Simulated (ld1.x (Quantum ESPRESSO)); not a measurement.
## u(r) = r·R(r): atom against pseudo-atom (V (Z = 23))

Columns: radius, all-electron u(r) and pseudo u(r) of the 4p shell (level -6.83 eV) of vanadium in the configuration [Ne] 3s2 3p6 3d3 4s1 4p0; PBE, scalar-relativistic, PAW scheme, ld1.x (Quantum ESPRESSO) 7.5.

```tsv
r (bohr)	all-electron	pseudo
0.120	0.1269	-0.0399
0.240	0.1026	-0.1489
0.360	-0.0230	-0.2981
0.480	-0.1422	-0.4488
0.600	-0.2158	-0.5627
0.720	-0.2399	-0.6124
0.840	-0.2242	-0.5877
0.960	-0.1808	-0.4967
1.080	-0.1206	-0.3612
1.200	-0.0518	-0.2088
1.320	0.0201	-0.0644
1.440	0.0911	0.0564
1.560	0.1590	0.1497
1.680	0.2224	0.2214
1.800	0.2803	0.2803
1.920	0.3324	0.3324
2.040	0.3786	0.3786
2.160	0.4190	0.4190
2.280	0.4537	0.4537
2.400	0.4831	0.4831
2.520	0.5074	0.5074
2.640	0.5268	0.5268
2.760	0.5418	0.5418
2.880	0.5526	0.5526
3.000	0.5596	0.5596
3.120	0.5631	0.5631
```

Q: How many radial nodes do the two functions have?

A: The all-electron 4p function has n − l − 1 = 2; the pseudo-wave has 1, since 1 lower shell of the same l stays in the valence.

Q: At about which radius was the pseudo-wave matched?

A: 1.85 bohr, where the columns begin to agree (steps of 0.12 bohr).

Q: Is the pseudo-wave norm-conserving?

A: No, it belongs to a PAW set: the norm inside the radius is not constrained, and the difference is carried by the augmentation charge.
